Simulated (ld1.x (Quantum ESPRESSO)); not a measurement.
**fluorine: variants of one RRKJ potential**

Base potential:

ld1.x (Quantum ESPRESSO) 7.5 input, shortened:

```
&input
   title='F', zed=9., rel=1, dft='WC', iswitch=3,
   config='[He] 2s2 2p5 3d-2'
 /
 &inputp
   pseudotype=2, tm=.false., rho0=0.02, lloc=1,
   nlcc=.true., new_core_ps=.true., rcore=0.65
 /
3
2S  1  0   2.00   0.00  0.80  0.80  0.0
3D  3  2  -2.00   0.10  1.10  1.10  0.0
2P  2  1   5.00   0.00  1.45  1.45  0.0
 &test
   configts(1)='2s2 2p5'
 /
```

All-electron outer shells of the reference configuration (Wu–Cohen, scalar-relativistic, ld1.x):

```tsv
shell	level (eV)	outermost node (bohr)	outermost maximum (bohr)
1s	-662.40	–	0.11
2s	-29.74	0.24	0.76
2p	-11.09	–	0.71
```

Cutoffs, loose and tight: the cutoffs (Ry, on a coarse ladder) from which the occupation-weighted sum of valence levels, in a spherical-Bessel basis at the reference potential, stays within 10 and 1 mRy of its value at 400 Ry. They do not see the model core or the augmentation charge, which bear on the density cutoff. Test errors are all-electron minus pseudo excitation energies from the reference, over the configurations 2s2 2p4; 2s2 2p3; 2s2 2p2; 2s2 2p5.3; 2s1 2p5; 2s1 2p6; 2s2 2p4.5. A dash means not determined; rows that change the core or the reference have their own tests.

| change | outcome | cutoff, loose | cutoff, tight | bound ghosts | largest test error (meV) |
| --- | --- | --- | --- | --- | --- |
| base | generated | 140 Ry | 180 Ry | none | +598 |
| all radii but the core radius scaled by about 0.87 (s 0.70, p 1.26, d 0.96 bohr) | generated | 160 Ry | 230 Ry | none | +266 |
| all radii but the core radius scaled by about 0.94 (s 0.76, p 1.36, d 1.04 bohr) | generated | 160 Ry | 200 Ry | none | +400 |
| all radii but the core radius scaled by about 1.12 (s 0.90, p 1.62, d 1.22 bohr) | generated | 140 Ry | 180 Ry | none | +989 |
| all radii but the core radius scaled by about 1.20 (s 0.96, p 1.74, d 1.32 bohr) | generated | 140 Ry | 160 Ry | none | +1417 |
| all radii but the core radius scaled by about 1.31 (s 1.04, p 1.90, d 1.44 bohr) | generated | 120 Ry | 160 Ry | none | +2208 |
| all radii but the core radius scaled by about 1.37 (s 1.10, p 1.98, d 1.50 bohr) | generated | 110 Ry | 140 Ry | none | +2432 |

(1) What comes out with this change to the base: all radii but the core radius scaled by about 0.76 (s 0.60, p 1.10, d 0.84 bohr)?

Results:

(1) outcome: generated; cutoff, loose: 300 Ry; cutoff, tight: over 300 Ry; bound ghosts: none; largest test error (meV): +144.

Reading the sweep of the scale of all radii but the core radius (base = 1) (base included, trends over the rows without a ghost): The loose cutoff falls from 300 Ry at 0.76 to 110 Ry at 1.37. A larger radius leaves more room for a smooth pseudo-wave, so fewer plane waves are needed; a smaller one forces it to follow the all-electron wave where it bends sharply. The median size of the test errors (rows with all tests solved) is not monotonic: lowest 6.6 meV at 1.2, highest 17.5 meV at 1.37.
